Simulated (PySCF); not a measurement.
**MH₂ across group 8**

Level: PBE0, basis family def2-TZVP, scalar-relativistic core potentials from Rb on and no relativity for lighter atoms.

Each entry is the lowest minimum that a search over a few typed start shapes (and spin states, where more than one is plausible) found, or that minimum re-optimised at the stated level; isomers with ligand–ligand bonds, or fragments after loss of a ligand pair, can lie lower. Open shells are unrestricted; no spin–orbit coupling; PySCF with density fitting.

| molecule | 2S+1 | point group | mean bond to the central atom (Å) | dipole (D) | highest ω (cm⁻¹) | polar-tensor charge of the central atom | distinct angles (°) |
| --- | --- | --- | --- | --- | --- | --- | --- |
| FeH₂ | 5 | D∞h | 1.653 | 0.00 | 1762 | 0.94 | 180 |
| RuH₂ | 3 | C2v | 1.559 | 2.85 | 2148 | 0.47 | 75 |
| OsH₂ | 3 | C2v | 1.581 | 2.21 | 2289 | 0.40 | 86 |

The bond length does not run in one direction; the largest change, -0.094 Å, falls between FeH₂ and RuH₂ among the members listed.

The 4d and 5d members differ by only 0.022 Å, the mark of the lanthanide contraction and relativistic shrinkage of 6s.

The shape changes along the series: D∞h for FeH₂; C2v for RuH₂ and OsH₂.

Spin–orbit coupling can matter for OsH₂.

Left out of the table are members whose search was unfinished or whose lowest solution was spin-contaminated, unstable, very soft or bonded differently.

Open d and f shells are single-determinant solutions and may miss the true ground state.
